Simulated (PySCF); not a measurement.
Compound: C₅H₇FO₂.
Numbering: `[O:1]=[C:2]1[O:3][CH2:4][CH2:5][CH2:6][C@@H:7]1[F:8]`

Probes without a nucleus sit at each ring's centroid and 1 Å off its mean plane on both sides; NICS is minus the shielding there, NICSzz its component along the normal. Level: GIAO PBE0/pcSseg-1 (PySCF, non-relativistic, gas phase) on the GFN2-xTB geometry, one conformer.

Ring bond lengths (Å), with Mayer bond orders in brackets: C2–O3 1.328 (1.09), O3–C4 1.425 (0.84), C4–C5 1.525 (1.06), C5–C6 1.535 (1.02), C6–C7 1.531 (1.00), C7–C2 1.537 (0.93).

Give the NICS values of each ring in ppm.

```json
{"ring": "C2–O3–C4–C5–C6–C7", "type": "6-membered ring with O; formal bonds all single", "NICS(0)": "-1.7", "NICS(1), two faces": "-3.1 / -1.7", "NICS(1)zz, two faces": "-1.2 / 0.8", "rms pucker (Å)": "0.28", "centre to ring atoms, mean (Å)": "1.42"}
```

What do they say, and how far can they be read as aromaticity?

- C2–O3–C4–C5–C6–C7: mean NICS(1)zz -0.2 ppm, near zero. C4, C5, C6, C7 have four or more neighbours, so the value isn't read as a sign of a π ring current.
